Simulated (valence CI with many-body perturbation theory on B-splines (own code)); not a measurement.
E1 line list for Ne⁵⁺

Level of theory: relativistic CI+MBPT: three valence electrons over a frozen Dirac-Fock core [He], radial functions for each j: 11 s, 11 p, 9 d, 7 f, 5 g, 2 h, 1 i, with the one-electron correlation potential Σ1, the two-electron term Σ2, the three-electron term Σ3, Breit, model QED; selected CI, second order for the rest, scaled by the run's own slope (own B-spline code, finite nucleus).

Against 28 measured levels this calculation errs by 163 cm⁻¹ on average and by 445 at most. These come from a selection out of NIST levels in Podobedova, Fuhr, Reader and Wiese, J. Phys. Chem. Ref. Data 33, 525 (2004). Levels without a partner in it may be off by more. 2 measured levels below the end of the list, from 983000 cm⁻¹ on, found no clear computed partner, and computed levels of the same name lie up to 9623 cm⁻¹ from them.

Lines 151 to 200 of 253 in falling wavelength, among levels below 1027600 cm⁻¹, chosen from the strongest by gf and those to the six lowest levels. Wavelengths and rates use the calculated energies, so an error of 200 cm⁻¹ moves a line at 133.6 Å by 0.027 % and its rate by three times that or more. Electric multipoles are in the length gauge, E1 and E2 with the static RPA response of the core. Weak lines are less certain than strong ones. Lines between different terms over intervals too small for the method are left out, as are lines whose strength nearly cancels. The highest levels of a list are the least certain.

Letters in brackets count levels of one name in rising energy.

| λ vac (Å) | λ from measured levels | Upper | Lower | A (s⁻¹) | S (a.u.) |
| --- | --- | --- | --- | --- | --- |
| 135.5 |  | 2s 2p 3d 4F°_3/2 | 2s 2p2 2D_5/2 | 5.68e+06 | 2.79e-05 |
| 135.5 |  | 2s 2p 3d 4F°_5/2 | 2s 2p2 2D_5/2 | 3.69e+07 | 2.72e-04 |
| 135.4 |  | 2s 2p 3d 4F°_7/2 | 2s 2p2 2D_5/2 | 1.70e+07 | 1.67e-04 |
| 133.9 |  | 2s 2p 3d 4D°_3/2 | 2s 2p2 2D_5/2 | 3.11e+07 | 1.47e-04 |
| 133.8 |  | 2s 2p 3d 4D°_5/2 | 2s 2p2 2D_5/2 | 2.88e+08 | 2.04e-03 |
| 133.8 |  | 2s 2p 3d 4D°_7/2 | 2s 2p2 2D_5/2 | 1.99e+06 | 1.89e-05 |
| 133.6 | 133.5 | 2s 2p 3d 2D°_3/2 | 2s 2p2 2D_3/2 | 5.58e+10 | 2.62e-01 |
| 133.5 | 133.5 | 2s 2p 3d 2D°_3/2 | 2s 2p2 2D_5/2 | 5.90e+09 | 2.78e-02 |
| 133.5 | 133.5 | 2s 2p 3d 2D°_5/2 | 2s 2p2 2D_5/2 | 5.65e+10 | 3.98e-01 |
| 132.8 |  | 2s 2p 3d 4P°_5/2 | 2s 2p2 2D_5/2 | 4.65e+08 | 3.23e-03 |
| 132.8 |  | 2s 2p 3d 4P°_3/2 | 2s 2p2 2D_5/2 | 1.32e+07 | 6.08e-05 |
| 132.5 |  | 2s 2p 3s 2P°_1/2 [a] | 2s 2p2 4P_3/2 | 2.10e+06 | 4.82e-06 |
| 132.4 |  | 2s 2p 3s 2P°_3/2 [a] | 2s 2p2 4P_5/2 | 1.61e+06 | 7.40e-06 |
| 132.3 |  | 2s 2p 3s 2P°_3/2 [a] | 2s 2p2 4P_3/2 | 1.81e+06 | 8.27e-06 |
| 132.2 |  | 2s 2p 3s 2P°_3/2 [a] | 2s 2p2 4P_1/2 | 2.45e+06 | 1.12e-05 |
| 131.4 |  | 2s 2p 3s 2P°_3/2 [b] | 2s 2p2 2D_5/2 | 1.57e+10 | 7.04e-02 |
| 130.4 | 130.4 | 2s 2p 3d 2F°_5/2 [a] | 2s 2p2 2D_3/2 | 1.32e+11 | 8.64e-01 |
| 130.4 | 130.4 | 2s 2p 3d 2F°_5/2 [a] | 2s 2p2 2D_5/2 | 1.07e+10 | 7.01e-02 |
| 130.3 | 130.3 | 2s 2p 3d 2F°_7/2 [a] | 2s 2p2 2D_5/2 | 1.44e+11 | 1.26e+00 |
| 129.3 | 129.3 | 2s 2p 3d 2P°_3/2 | 2s 2p2 2D_5/2 | 9.89e+08 | 4.22e-03 |
| 122.7 |  | 2s2 3d 2D_3/2 | 2s2 2p 2P°_3/2 | 2.52e+10 | 9.20e-02 |
| 122.7 |  | 2s2 3d 2D_5/2 | 2s2 2p 2P°_3/2 | 1.51e+11 | 8.27e-01 |
| 122.6 |  | 2s 2p 3d 4F°_3/2 | 2s 2p2 4P_5/2 | 8.61e+06 | 3.13e-05 |
| 122.6 |  | 2s 2p 3d 4F°_5/2 | 2s 2p2 4P_5/2 | 1.13e+08 | 6.16e-04 |
| 122.5 |  | 2s2 3d 2D_3/2 | 2s2 2p 2P°_1/2 | 1.26e+11 | 4.59e-01 |
| 122.5 |  | 2s 2p 3d 4F°_7/2 | 2s 2p2 4P_5/2 | 4.34e+08 | 3.15e-03 |
| 122.5 |  | 2s 2p 3d 4F°_3/2 | 2s 2p2 4P_3/2 | 9.39e+07 | 3.41e-04 |
| 122.5 |  | 2s 2p 3d 4F°_5/2 | 2s 2p2 4P_3/2 | 2.66e+08 | 1.45e-03 |
| 122.4 |  | 2s 2p 3d 4F°_3/2 | 2s 2p2 4P_1/2 | 7.40e+07 | 2.68e-04 |
| 121.5 |  | 2s2 4p 2P°_3/2 | 2s 2p2 2D_5/2 | 9.68e+07 | 3.43e-04 |
| 121.2 |  | 2s 2p 3d 4D°_3/2 | 2s 2p2 4P_5/2 | 8.09e+09 | 2.85e-02 |
| 121.2 |  | 2s 2p 3d 4D°_5/2 | 2s 2p2 4P_5/2 | 5.48e+10 | 2.89e-01 |
| 121.2 |  | 2s 2p 3d 4D°_7/2 | 2s 2p2 4P_5/2 | 2.28e+11 | 1.60e+00 |
| 121.2 |  | 2s 2p 3d 4D°_1/2 | 2s 2p2 4P_3/2 | 3.35e+10 | 5.88e-02 |
| 121.1 |  | 2s 2p 3d 4D°_3/2 | 2s 2p2 4P_3/2 | 1.15e+11 | 4.02e-01 |
| 121.1 |  | 2s 2p 3d 4D°_5/2 | 2s 2p2 4P_3/2 | 1.71e+11 | 9.02e-01 |
| 121.1 |  | 2s 2p 3d 4D°_1/2 | 2s 2p2 4P_1/2 | 1.95e+11 | 3.41e-01 |
| 121.1 |  | 2s 2p 3d 4D°_3/2 | 2s 2p2 4P_1/2 | 1.04e+11 | 3.66e-01 |
| 121.0 |  | 2s 2p 3d 2D°_3/2 | 2s 2p2 4P_5/2 | 1.48e+08 | 5.16e-04 |
| 121.0 |  | 2s 2p 3d 2D°_5/2 | 2s 2p2 4P_5/2 | 1.87e+09 | 9.79e-03 |
| 120.9 |  | 2s 2p 3d 2D°_3/2 | 2s 2p2 4P_3/2 | 4.76e+08 | 1.66e-03 |
| 120.9 |  | 2s 2p 3d 2D°_5/2 | 2s 2p2 4P_3/2 | 1.87e+08 | 9.76e-04 |
| 120.8 |  | 2s 2p 3d 2D°_3/2 | 2s 2p2 4P_1/2 | 9.78e+07 | 3.41e-04 |
| 120.4 |  | 2s 2p 3d 4P°_5/2 | 2s 2p2 4P_5/2 | 9.87e+10 | 5.10e-01 |
| 120.3 |  | 2s 2p 3d 4P°_3/2 | 2s 2p2 4P_5/2 | 5.91e+10 | 2.03e-01 |
| 120.3 |  | 2s 2p 3d 4P°_5/2 | 2s 2p2 4P_3/2 | 2.51e+10 | 1.29e-01 |
| 120.3 |  | 2s 2p 3d 4P°_3/2 | 2s 2p2 4P_3/2 | 2.32e+10 | 7.98e-02 |
| 120.2 |  | 2s 2p 3d 4P°_1/2 | 2s 2p2 4P_3/2 | 1.08e+11 | 1.86e-01 |
| 120.2 |  | 2s 2p 3d 4P°_3/2 | 2s 2p2 4P_1/2 | 4.23e+10 | 1.45e-01 |
| 120.2 |  | 2s 2p 3d 4P°_1/2 | 2s 2p2 4P_1/2 | 1.63e+10 | 2.79e-02 |
